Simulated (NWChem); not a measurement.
Species: CH6BNO; SMILES OB(N)C

```xyz
10

B     -0.0146     0.0735     0.0044
C      0.1278    -1.5060     0.0006
H      1.1713    -1.8542    -0.0189
H     -0.3823    -1.9439    -0.8745
H     -0.3497    -1.9451     0.8933
O     -1.2477     0.6861     0.0247
H     -1.9686     0.0530     0.0366
N      1.1088     0.9196    -0.0123
H      1.0201     1.9269    -0.0124
H      2.0586     0.5816    -0.0312
```
Atoms are numbered in this order, from 1.

Program: NWChem. Pople sets run with spherical d functions. Coordinates come from a PBE0/def2-SVP optimisation. Vzz is the largest principal value of the second derivative of the potential at the nucleus (NWChem prints the opposite sign); η is the asymmetry. Non-relativistic.

| level | Vzz B1 (a.u.) | η B1 | Vzz O6 (a.u.) | η O6 | Vzz N8 (a.u.) | η N8 | relative time |
|---|---|---|---|---|---|---|---|
| B3LYP/cc-pVTZ | 0.347 | 0.33 | 1.347 | 0.30 | -0.735 | 0.56 | 9 |
| B3LYP/6-31G* | 0.298 | 0.35 | 1.353 | 0.34 | -0.774 | 0.48 | 1 |
| PBE/6-31G* | 0.265 | 0.35 | 1.309 | 0.33 | -0.746 | 0.45 | 2 |
| PBE/def2-TZVP | 0.319 | 0.35 | 1.298 | 0.29 | -0.691 | 0.56 | 8 |

Times are rough ratios from one shared machine.
